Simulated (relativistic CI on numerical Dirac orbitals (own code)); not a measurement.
Sensitivity of the levels of Ti I to α and to the nuclear radius

Computed by Dirac-Coulomb-Breit CI, separate exchange-only KLI orbitals for each configuration, valence Slater integrals scaled by 0.85, P86 correlation energy added to each configuration, derivatives by finite differences, QED left out (own radial code, finite nucleus).

CI space (outside the closed core [Ar]): 3d²4s², 3d³4s, 3d²4s4p, 3d³4p, 3d⁴, 3d²4s4d, 3d4s²4p, 3d²4p², 3d4p³. Double excitations out of closed p, d and f shells are left out; levels of such configurations are missing from the list, as are those of other unlisted configurations, and high levels can miss mixing partners.

With x = (α/α₀)² − 1 an excitation energy changes as ω = ω₀ + qx; K = 2q/ω₀ is the relative enhancement. Terms are leading LS components, so labels can repeat. The field-shift factor is F = δν/δ⟨r²⟩ for the transition from the lowest level.

Lowest level 3d²4s² ³F2.

| Level | ω₀ (cm⁻¹) | q (cm⁻¹) | F (GHz/fm²) |
| --- | --- | --- | --- |
| 3d²4s² ³F3 | 157.4 | 155.4 | 0.00134 |
| 3d²4s² ³F4 | 359.5 | 351 | 0.00302 |
| 3d²4s² ¹D2 | 7840.9 | 81.64 | 0.0463 |
| 3d³4s ⁵F1 | 7963.2 | 1159 | -0.478 |
| 3d³4s ⁵F2 | 7993.8 | 1188 | -0.477 |
| 3d³4s ⁵F3 | 8039.4 | 1231 | -0.476 |
| 3d³4s ⁵F4 | 8099.3 | 1287 | -0.475 |
| 3d³4s ⁵F5 | 8172.9 | 1357 | -0.474 |
| 3d²4s² ³P0 | 8939.7 | 19.61 | 0.0478 |
| 3d²4s² ³P1 | 8987.5 | 67.4 | 0.0482 |
| 3d²4s² ³P2 | 9082.0 | 173.5 | 0.049 |
| 3d²4s² ¹G4 | 12334.9 | 86.32 | 0.0472 |
| 3d²4s4p ⁵G°2 | 13087.6 | 118.4 | -0.164 |
| 3d²4s4p ⁵G°3 | 13176.3 | 207.4 | -0.163 |
| 3d²4s4p ⁵G°4 | 13294.1 | 325.3 | -0.162 |
| 3d²4s4p ⁵G°5 | 13440.3 | 470.9 | -0.161 |
| 3d²4s4p ⁵G°6 | 13614.2 | 643.3 | -0.16 |
| 3d²4s4p ⁵F°1 | 13970.3 | 279.7 | -0.186 |
| 3d²4s4p ⁵F°2 | 14022.8 | 331.3 | -0.186 |
| 3d²4s4p ⁵F°3 | 14101.1 | 408.4 | -0.185 |
| 3d³4s ³F2 | 14189.0 | 1357 | -0.59 |
| 3d²4s4p ⁵F°4 | 14204.9 | 510.3 | -0.184 |
| 3d³4s ³F3 | 14273.1 | 1437 | -0.588 |

For a near-neutral ion this model can misplace configurations by up to about 10,000 cm⁻¹ (more where the count of f electrons changes) and terms by 10 to 25 % of their spread. Rates follow the energies as ν³ (E1, M1) or ν⁵ (E2), so they and the lifetimes can be off by large factors. The fine structure of a lone outer electron comes out too small, for d and f at times inverted, and misplaced configurations move strength between like terms.

Q: Which transition from the lowest level has the largest |K|?

A: 3d²4s² ³F3 at 157.4 cm⁻¹, K = 1.97.
